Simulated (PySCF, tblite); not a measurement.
Question: Give a GFN2-xTB geometry of `CC(=O)c1csc(C(=O)F)c1C`.

Answer: 
Z-matrix in Å and degrees, rows numbered from 1:
```
C 
C   1  1.5095
O   2  1.2089  1  121.88
C   2  1.4798  1  115.91  3   179.98
C   4  1.3760  2  124.34  1     0.05
S   5  1.6959  4  113.78  2   179.95
C   6  1.7419  5   90.64  4     0.02
C   7  1.4379  6  119.62  5   179.97
O   8  1.1867  7  130.59  6   179.98
F   8  1.3754  7  110.78  6    -0.02
C   7  1.3826  6  112.30  5    -0.01
C  11  1.4809  4  124.13  2     0.10
H   1  1.0877  2  110.19  3  -119.77
H   1  1.0870  2  109.09  3     0.21
H   1  1.0876  2  110.22  3   120.22
H   5  1.0724  4  127.63  2    -0.05
H  12  1.0892 11  109.63  4    58.36
H  12  1.0846 11  111.17  4  -179.94
H  12  1.0891 11  109.65  4   -58.21
```

The 2 C–S bonds span 1.696 Å (C5–S6, aromatic) to 1.742 Å (S6–C7, aromatic), a spread of 0.046 Å. The 5-membered ring C4–C5–S6–C7–C11 has internal angles of 90.6° to 113.8° (sum 540°, against 540° for a flat polygon); it is planar, 0.00 Å rms from its mean plane, widest ring torsion 0°. The 12 heavy atoms lie in one plane (0.001 Å rms). Of the pairs four or more bonds apart, O9···H18 is among the closest relative to their van der Waals radii: 2.27 Å, 83 % of the sum of Bondi's values.

The geometry is computed with GFN2-xTB (gas phase).

Point group: Cs (tolerance 0.08 Å). Its GFN2-xTB frequencies are all real (lowest 32 cm⁻¹). One conformer, not necessarily the lowest (C1–C2–C4–C5 0°, S6–C7–C8–O9 180°). 2 starts were optimised and ended at 0.00 and 3.38 kcal/mol (GFN2-xTB); the lowest of these is shown.
